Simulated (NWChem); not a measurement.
Everything below was run with NWChem. System: HClMg, charge 0, spin multiplicity 1, at a geometry optimised with PBE/def2-SVP. The structure started from a generated list of species. Level: real-time TD-PBE0/6-31G* (spherical d).

NWChem printed:

```
             Northwest Computational Chemistry Package (NWChem) 7.3.0
             --------------------------------------------------------

                                NWChem Input Module
                                -------------------

 Scaling coordinates for geometry "system" by  1.889725989
 (inverse scale =  0.529177249)

                              Geometry "system" -> ""
                              -----------------------

 Output coordinates in angstroms (scale by  1.889725989 to convert to a.u.)

  No.       Tag          Charge          X              Y              Z
 ---- ---------------- ---------- -------------- -------------- --------------
    1 Mg                  12.0000     0.00000000     0.00000000    -1.20131500
    2 H                    1.0000     0.00000000     0.00000000    -2.89703600
    3 Cl                  17.0000     0.00000000     0.00000000     1.01840100

 Effective nuclear repulsion energy (a.u.)      54.6756905851

            Nuclear Dipole moment (a.u.)
            ----------------------------
        X                 Y               Z
 ---------------- ---------------- ----------------
     0.0000000000     0.0000000000     0.0000018897


 Summary of "ao basis" -> "" (spherical)
 ------------------------------------------------------------------------------
       Tag                 Description            Shells   Functions and Types
 ---------------- ------------------------------  ------  ---------------------
 *                           6-31g*                   on all atoms

                                 NWChem DFT Module
                                 -----------------

 Summary of "ao basis" -> "ao basis" (spherical)
 ------------------------------------------------------------------------------
       Tag                 Description            Shells   Functions and Types
 ---------------- ------------------------------  ------  ---------------------
 Mg                          6-31g*                  8       18   4s3p1d
 H                           6-31g*                  2        2   2s
 Cl                          6-31g*                  8       18   4s3p1d

 Summary of "ao basis" -> "ao basis" (spherical)
 ------------------------------------------------------------------------------
       Tag                 Description            Shells   Functions and Types
 ---------------- ------------------------------  ------  ---------------------
 Mg                          6-31g*                  8       18   4s3p1d
 H                           6-31g*                  2        2   2s
 Cl                          6-31g*                  8       18   4s3p1d

  itol2e modified to match energy
  convergence criterion.
  tol_rho modified to match energy
  convergence criterion.

            General Information
            -------------------
          SCF calculation type: DFT
          Wavefunction type:  closed shell.
          No. of atoms     :     3
          No. of electrons :    30
           Alpha electrons :    15
            Beta electrons :    15
          Charge           :     0
          Spin multiplicity:     1
          Use of symmetry is: off; symmetry adaption is: off
          Maximum number of iterations: 100
          AO basis - number of functions:    38
                     number of shells:    18
          Convergence on energy requested:  1.00D-10
          Convergence on density requested:  1.00D-09
          Convergence on gradient requested:  1.00D-08

              XC Information
              --------------
                         PBE0 Method XC Functional
                     Hartree-Fock (Exact) Exchange  0.250
          PerdewBurkeErnzerhof Exchange Functional  0.750
            Perdew 1991 LDA Correlation Functional  1.000 local
           PerdewBurkeErnz. Correlation Functional  1.000 non-local

             Grid Information
             ----------------
          Grid used for XC integration:  medium
          Radial quadrature: Mura-Knowles
          Angular quadrature: Lebedev.
          Tag              B.-S. Rad. Rad. Pts. Rad. Cut. Ang. Pts.
          ---              ---------- --------- --------- ---------
          Mg                  1.50       88           8.0       590
[...]
=============== Geometry Initialization ===============
  Active geometry: "system"
  No linear dependencies
  Number of atomic orbitals    = 38
  Number of molecular orbitals = 38
=======================================================

             System parameters
             -----------------
     No. atoms              : 3
     Wavefunction type      : restricted
     No. alpha electrons    : 15
     No. beta electrons     : 15
     Total no. electrons    : 30
     System charge          : 0

               2e integrals
               ------------
     tol2e for real part of Fock matrix:  1.0000E-11
     tol2e for imag part of Fock matrix:  1.0000E-13

                    Propagation parameters
                    ----------------------
     End time (tmax)       :  1.5000E+02 au =  3.6283E+00 fs
     Time step (dt)        :  2.0000E-01 au =  4.8378E-03 fs
     No. time steps (nt)   : 750
     Progagation method    : 2nd order Magnus w/ self-consistent interpolation
     Exponentiation method : Adaptive contractive power series

                        Tolerances
                        ----------
     Zero / comparison / check tolerance  :  1.0000E-08
     Series convergence tolerance         :  1.0000E-10
     Interpolation convergence tolerance  :  1.0000E-07
     Reqd no. zero terms in series        : 3
     Reqd no. zero terms in interpolation : 1

                Output and checking parameters
                ------------------------------
     Quantites to print : messages, dipole, field, energy, <S^2>
     No. print points   : 750 (once every 1 time steps)
     No. checks         : 10 (once every 75 time steps)
     No. restart points : 100 (once every 7 time steps)
     Checking level     : 1 (checkpoints only)
     Profiling          : No

 Dipole and quadrupole matrices
 ------------------------------
     Center of mass = ( 0.0000E+00,  0.0000E+00,  1.2225E-01)
     norm[D_x]  =  2.4367E+00
     norm[D_y]  =  2.4367E+00
     norm[D_z]  =  5.4746E+00
     norm[Q_xx] =  1.7812E+01
     norm[Q_xy] =  5.9374E+00
     norm[Q_xz] =  5.9374E+00
     norm[Q_yy] =  1.7812E+01
     norm[Q_yz] =  5.9374E+00
     norm[Q_zz] =  3.1521E+01

         Applied fields
         --------------

               "kick"
     Type            : delta
     Polarization    : y
     Field maximum   :  1.0000E-04 au =  5.1421E-02 V/nm

        Excitation rules
        ----------------
     Excite geometry "system" with "kick"

                             Closed shell propagation
                             ------------------------

****************************** WARNING ******************************
  Starting movecs not specified--trying SCF output:
   ./mol.movecs
*********************************************************************

     File name              : ./mol.movecs
     Job title              :
     Basis set name         : ao basis
     SCF type               : dft
     Atomic orbitals        : 38
     Molecular orbitals     : 38

   Vector      Occupation     Eigenvalue [au]
 --------------------------------------------
         1        2.00       -1.01656254E+02
         2        2.00       -4.69605382E+01
         3        2.00       -9.48683807E+00
         4        2.00       -7.21755055E+00
         5        2.00       -7.21474744E+00
         6        2.00       -7.21474744E+00
         7        2.00       -3.19110489E+00
         8        2.00       -1.91513573E+00
         9        2.00       -1.91513573E+00
        10        2.00       -1.90896007E+00
        11        2.00       -7.91300254E-01
        12        2.00       -3.61653861E-01
        13        2.00       -3.14237385E-01
        14        2.00       -3.14237385E-01
        15        2.00       -3.05395518E-01
        16        0.00       -3.52585530E-02
        17        0.00       -1.93891122E-02
        18        0.00       -1.93891122E-02
        19        0.00        8.24945115E-02
        20        0.00        1.23715200E-01
        21        0.00        1.59877945E-01
        22        0.00        1.59877945E-01
        23        0.00        2.71218652E-01
        24        0.00        2.73546952E-01
        25        0.00        2.73546952E-01
        26        0.00        2.79541414E-01
        27        0.00        2.79541886E-01
        28        0.00        3.84355996E-01
        29        0.00        5.26704400E-01
        30        0.00        5.26704400E-01
        31        0.00        5.56168359E-01
        32        0.00        6.73820150E-01
        33        0.00        9.19932697E-01
        34        0.00        9.19932699E-01
        35        0.00        9.85316235E-01
        36        0.00        9.85316235E-01
        37        0.00        1.02189913E+00
        38        0.00        1.27332251E+00

  int2e_file: Failed to allocate cache ... halving

kick      0.00000        ### Propagation started ###
kick      0.00000        ### Checks passed ###
kick      0.00000   0.000000000000E+000   1.000000000000E-004   0.000000000000E+000     # Applied E-field [system] (alpha spin)
kick      0.00000   0.000000000000E+000   1.000000000000E-004   0.000000000000E+000     # Applied E-field [system] (beta spin)
kick      0.00000   5.467569058507E+001     # Enuc
kick      0.00000  -1.025091842098E+003     # Ecore
kick      0.00000   3.546819679458E+002     # Ecoul
kick      0.00000  -4.490496832864E+001     # Exc(1)
kick      0.00000   0.000000000000E+000     # Exc(2)
kick      0.00000  -6.606391518955E+002     # Etot
kick      0.00000   0.000000000000E+000     # Eadded
kick      0.00000  -2.117901781696E-013  -1.189820234909E-013  -7.072209294324E-001     # Dipole moment [system]
kick      0.00000        ### Saved restart file ###
kick      0.00000   4.485301019486E-014     # Magnus interpol (matrix 1 of 1)
kick      0.00000                     2     # Magnus total interpolations
kick      0.20000   0.000000000000E+000   0.000000000000E+000   0.000000000000E+000     # Applied E-field [system] (alpha spin)
kick      0.20000   0.000000000000E+000   0.000000000000E+000   0.000000000000E+000     # Applied E-field [system] (beta spin)
kick      0.20000   5.467569058507E+001     # Enuc
kick      0.20000  -1.025091842098E+003     # Ecore
kick      0.20000   3.546819679460E+002     # Ecoul
kick      0.20000  -4.490496832866E+001     # Exc(1)
kick      0.20000   0.000000000000E+000     # Exc(2)
kick      0.20000  -6.606391518952E+002     # Etot
kick      0.20000   2.855813363567E-010     # Eadded
kick      0.20000  -2.114812277820E-013   1.018571827882E-005  -7.072209294368E-001     # Dipole moment [system]
kick      0.20000   2.930988785010E-014     # Magnus interpol (matrix 1 of 1)
kick      0.20000                     2     # Magnus total interpolations
kick      0.40000   0.000000000000E+000   0.000000000000E+000   0.000000000000E+000     # Applied E-field [system] (alpha spin)
kick      0.40000   0.000000000000E+000   0.000000000000E+000   0.000000000000E+000     # Applied E-field [system] (beta spin)
kick      0.40000   5.467569058507E+001     # Enuc
...
kick     27.80000        ### Saved restart file ###
kick     27.80000   3.996802888651E-015     # Magnus interpol (matrix 1 of 1)
kick     27.80000                     2     # Magnus total interpolations
kick     28.00000   0.000000000000E+000   0.000000000000E+000   0.000000000000E+000     # Applied E-field [system] (alpha spin)
kick     28.00000   0.000000000000E+000   0.000000000000E+000   0.000000000000E+000     # Applied E-field [system] (beta spin)
kick     28.00000   5.467569058507E+001     # Enuc
kick     28.00000  -1.025091842135E+003     # Ecore
kick     28.00000   3.546819679553E+002     # Ecoul
kick     28.00000  -4.490496833055E+001     # Exc(1)
kick     28.00000   0.000000000000E+000     # Exc(2)
kick     28.00000  -6.606391519253E+002     # Etot
kick
```

**Question.** Write an NWChem input that would produce this output.

**Answer.** Several could match; the one computed here: 
```
start mol
memory heap 200 mb stack 900 mb global 1100 mb
geometry "system" units angstroms nocenter noautoz noautosym
  Mg     0.000000     0.000000    -1.201315
  H      0.000000     0.000000    -2.897036
  Cl     0.000000     0.000000     1.018401
end
set geometry "system"
basis spherical
  * library 6-31g*
end
dft
  xc pbe0
  semidirect memsize 60000000 filesize 0
  iterations 100
  convergence energy 1e-10 density 1e-9 gradient 1e-8
  tolerances tight
end
task dft energy
rt_tddft
  tmax 150.0
  dt 0.2
  tag "kick"
  print dipole
  field "kick"
    type delta
    polarization y
    max 0.0001
  end
  excite "system" with "kick"
end
task dft rt_tddft
```
